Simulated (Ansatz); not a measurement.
`[NH]1[AlH][GeH2]1`, relaxed with RKS PBE0-D4/def2-TZVP in the Gaussian-basis code of Ansatz from a PBE-D4/def2-SVP geometry. The force threshold is 0.005 eV/Å; the program also tests the step.

The species carries charge 0 and has multiplicity 1.

Start:

```xyz
7

N     0.549    0.187   -0.771
Al   -1.060    0.890   -0.526
Ge    0.069   -0.616    0.933
H     1.408    0.068   -1.314
H    -2.082    1.880   -1.246
H     0.041   -2.177    0.857
H     1.075   -0.233    2.067
```

(1) How much energy does the relaxation release, and in how many steps? (Best estimate.)

(2) Which bonds change most? (Best estimate.)

(3) Give the relaxed structure. (An estimate is asked.)

## Answers

(1) Ansatz gave: 2.90 kJ/mol, in 5 steps.

(2) Ansatz gave: N1–Ge3 from 1.943 to 1.914 Å; N1–Al2 from 1.773 to 1.747 Å; Al2–Ge3 from 2.381 to 2.356 Å; Ge3–H7 from 1.564 to 1.547 Å.

(3) Computed: 
```xyz
7

N     0.542    0.185   -0.761
Al   -1.043    0.880   -0.525
Ge    0.075   -0.610    0.917
H     1.386    0.070   -1.298
H    -2.060    1.859   -1.231
H     0.039   -2.155    0.850
H     1.062   -0.229    2.047
```
